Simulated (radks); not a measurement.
The nuclear charge of the neon ion Ne+ is varied continuously with 9 electrons held in [He] 2s2 2p5. Calculated with a radial shooting solver on a logarithmic mesh with Libxc functionals: non-relativistic Kohn-Sham, LDA (Slater exchange, Perdew-Wang correlation), spin-polarised, spherical densities, point nucleus; open shells are filled with parallel spins first. By the Hellmann-Feynman theorem dE/dZ = E(electron-nucleus)/Z, the electronic potential at the nucleus.

Z	E (hartree)	E(electron-nucleus)/Z (hartree)	HOMO	e(HOMO) (eV)	<r> HOMO (bohr)
9.6	-115.64011	-28.6820	2p	-22.117	0.9715
9.8	-121.45199	-29.4367	2p	-26.606	0.9305
10	-127.41475	-30.1908	2p	-31.388	0.8934
10.2	-133.52830	-30.9445	2p	-36.459	0.8594
10.4	-139.79254	-31.6978	2p	-41.817	0.8283

The central difference of E at Z = 10 is -30.191 hartree, to compare with the third column; the second derivative is -3.77 hartree.
